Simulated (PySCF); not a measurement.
GaCl2I, SMILES [I][Ga]([Cl])[Cl]. Geometry optimised at PBE-D3(BJ)/def2-SVP. The def2 effective core potentials stand for the cores of I; spin–orbit coupling is left out.

Computed equilibrium geometry at PBE-D3(BJ)/def2-SVP (PySCF confirms it by a frequency run) as Cartesian coordinates in Å, and its point group:
point group C2v.
```xyz
4

Ga     0.0000     0.0000     0.7925
Cl     0.0000     1.8381     1.9017
Cl     0.0000    -1.8381     1.9017
I      0.0000     0.0000    -1.6835
```
Charge 0, spin multiplicity 1.
